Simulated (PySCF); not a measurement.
Electronic structure of F⁺ (fluorine, charge +1) at the UHF level

Configuration: [He] 2s2 2p4, high-spin 3P determinant. Calculation: PySCF 2.14, in dyall-av3z (15s9p3d2f, 71 functions); scalar relativity by spin-free X2C-1e.

```json
{
  "Total energy": "-98.928505 hartree",
  "One-electron energy": "-133.3248 hartree",
  "Hartree (Coulomb) energy": "44.0872 hartree",
  "Exchange energy": "-9.6909 hartree",
  "⟨S²⟩": "2.0053",
  "⟨L²⟩": "2.010",
  "Sum of ⟨r⟩": "6.150 bohr",
  "Sum of ⟨r²⟩": "7.083 bohr²",
  "Traceless quadrupole moment −½Σ⟨3z² − r²⟩ along its main axis": "-0.529 e·bohr²",
  "Langevin diamagnetic susceptibility": "-5.61 ×10⁻⁶ cm³/mol"
}
```

```csv
shell,electrons,mean orbital energy (eV),spread (eV),"rms radius, mean of both spins (bohr)"
1s α,1,-740.65,0,0.204
1s β,1,-737.79,0,0.204
2s α,1,-65.430,0,1.05
2s β,1,-54.350,0,1.05
2p α,3,-40.716,3.304,1.09
2p β,1,-35.642,0,1.09
```

Spin-orbit constants ζ (cm⁻¹) from the X2C one-electron operator on these orbitals: bare nucleus, nucleus screened by l(l+1)(2l+1)/3 electrons, and screened by the Breit-Pauli mean field of the electrons.

```json
{"shell": "2p", "bare": "477.4", "screened nucleus": "371.3", "mean field": "327.1"}
```

To first order the Landé constant is A = -163.5 cm⁻¹, so the lowest level has J = 2 and lies 0.0203 eV below the centre of the term. This holds in LS coupling only.
